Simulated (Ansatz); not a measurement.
Geometry optimisation, Ansatz 0.2.0, RKS PBE0-D4/def2-SVP.

Input file:

```yaml
crystal:
  periodic: [false, false, false]
  atoms:
    - { symbol: Hf, position_ang: [-0.851939, -0.190816, -0.539178] }
    - { symbol: F, position_ang: [-0.420395, 1.335922, 2.210648] }
    - { symbol: F, position_ang: [0.792752, -0.957464, 0.077344] }
    - { symbol: "N", position_ang: [-0.760218, 1.805395, -0.765022] }
    - { symbol: H, position_ang: [-1.120653, 2.361475, -1.539841] }
    - { symbol: H, position_ang: [-0.314916, 2.423166, -0.085923] }
    - { symbol: F, position_ang: [-1.538612, -0.914179, -2.165072] }
    - { symbol: P, position_ang: [-2.655133, -0.59487, 1.267155] }
    - { symbol: H, position_ang: [-3.197081, -1.808454, 0.702287] }
    - { symbol: H, position_ang: [-1.673924, -1.240537, 2.101558] }
    - { symbol: H, position_ang: [-1.242181, 1.161363, 2.607345] }
basis:
  gaussian: { orbitals: def2-SVP }
hamiltonian:
  xc: pbe0
  dispersion: d4
relax:
  f_tol: 0.03
  max_steps: 50
output:
  orbitals: {}
```

Command:

```bash
$ ansatz run input.yaml --threads 4 --pin off --max-ram 5120MiB --backend cpu --events-out ev --progress --plain --runs-dir out
```

Q: Where does it end, and by what steps?

A: The forces met the threshold. The force dipped under the threshold on the way, but the program's further checks kept it going. After 16 steps the energy has fallen by 0.370 eV; H9 moved furthest, 1.23 Å. Joined: Hf1–F2 (3.17 → 2.41 Å).

```tsv
step	energy less start (eV)	largest force component (eV/Å)	accepted
0	0.0000	0.308	yes
1	-0.0375	1.004	yes
2	-0.0973	0.921	yes
3	-0.1473	0.960	yes
4	-0.1735	0.505	yes
5	-0.2342	0.499	yes
6	-0.2649	0.696	yes
7	-0.2918	0.750	yes
8	-0.3136	0.732	yes
9	-0.3418	0.213	yes
10	-0.3612	0.260	yes
11	-0.3607	0.122	no
12	-0.3682	0.078	yes
13	-0.3682	0.092	no
14	-0.3696	0.022	yes
15	-0.3696	0.037	yes
16	-0.3702	0.014	yes
```

```xyz
11
Properties=species:S:1:pos:R:3
Hf -0.555 -0.045 -0.188
F -0.246 1.146 1.879
F 1.245 -0.549 0.254
N -0.989 1.837 -0.772
H -1.402 2.080 -1.670
H -0.700 2.691 -0.300
F -1.041 -1.022 -1.748
P -2.404 -0.728 1.613
H -3.594 -0.651 0.842
H -2.271 -2.143 1.665
H -1.025 0.766 2.297
```

Whether the end is a true minimum wasn't checked by a vibrational analysis.

Run time: 23 s on 4 threads of AMD EPYC 9R45 96-Core Processor (Zen 5) (shared host), peak memory 0.36 GiB.
